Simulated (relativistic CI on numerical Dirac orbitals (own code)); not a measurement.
**Ti³⁺ (3d) in a crystal field**

Calculated by Dirac-Coulomb-Breit CI, orbitals from a KLI potential per configuration, model QED (radiative potential, 1s self-energy scaled to tabulated hydrogen-like ionisation energies), one configuration in a parametric crystal field, unscaled Slater integrals (own radial code).

Field parameters in Wybourne normalisation: D3d B²₀ = −7Dσ, B⁴₀ = −14Dq − 21Dτ, B⁴₃ = −14√(10/7) Dq; D4h B²₀ = −7Ds, B⁴₀ = 21(Dq − Dt), B⁴₄ = 21√(5/14) Dq; Td as Oh with Dq negative (B⁴₀ = 21Dq, B⁴₄ = √(5/14) B⁴₀). The field is a parameter set, without covalency.

S and J are read from ⟨S²⟩ = S(S + 1) and ⟨J²⟩ = J(J + 1) of each level; they are not fictitious spins.

D3d, 10Dq = 14000, Dσ = 1150, Dτ = -100 cm⁻¹, the lowest 5 levels:

```csv
E (cm⁻¹),Degeneracy,Irrep,S,J
0.0,2,Γ4,0.50,2.11
2479,2,Γ5+Γ6,0.50,2.02
2567,2,Γ4,0.50,2.28
15714,2,Γ5+Γ6,0.50,2.08
15772,2,Γ4,0.50,2.23
```

Principal g values of the ground doublet: 1.81, 1.81, 1.99.

Td, 10Dq = -3950 cm⁻¹, the lowest 3 levels:

```
E (cm⁻¹)  Degeneracy  Irrep     S     J
     0.0           4     Γ8  0.50  2.10
    3895           4     Γ8  0.50  1.99
    4097           2     Γ7  0.50  2.50
```

D4h, 10Dq = 27400, Ds = -950, Dt = -470 cm⁻¹, the lowest 5 levels:

| E (cm⁻¹) | Degeneracy | Irrep | S | J |
| --- | --- | --- | --- | --- |
| 0.0 | 2 | Γ7 | 0.50 | 2.06 |
| 447 | 2 | Γ6 | 0.50 | 1.94 |
| 603 | 2 | Γ7 | 0.50 | 2.40 |
| 27418 | 2 | Γ7 | 0.50 | 2.15 |
| 33568 | 2 | Γ6 | 0.50 | 2.15 |

Principal g values of the ground doublet: 1.49, 1.49, 1.79.

The free-ion ground term has S = 1/2. Every field shown keeps that spin.

Levels of this model without a field, named by their leading LS term: 2D_3/2 0, 2D_5/2 348 cm⁻¹.
